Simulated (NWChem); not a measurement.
# NH3SeS; SMILES S[Se]N

```xyz
6

Se     0.4246    -0.4530    -0.0080
N     -1.1475    -1.3522    -0.0132
H     -1.3540    -1.8724     0.8324
H     -1.3554    -1.8600    -0.8660
S     -0.2095     1.6715    -0.0552
H     -0.3406     1.8544     1.2802
```
Atoms are numbered in this order, from 1.

Structure relaxed at the PBE0/def2-SVP level.

Task: List the 4 lowest vertical singlet excitations from B3LYP/def2-SVPD, TDA (NWChem).

Result: 
```
state  energy (eV)  oscillator strength  leading excitation (squared amplitude)
-----  -----------  -------------------  --------------------------------------
S1            4.21                0.006                      HOMO → LUMO (0.96)
S2            4.73                0.004                    HOMO−1 → LUMO (0.97)
S3            5.04                0.001                    HOMO → LUMO+1 (0.95)
S4            5.36                0.035                    HOMO−2 → LUMO (0.67)
```
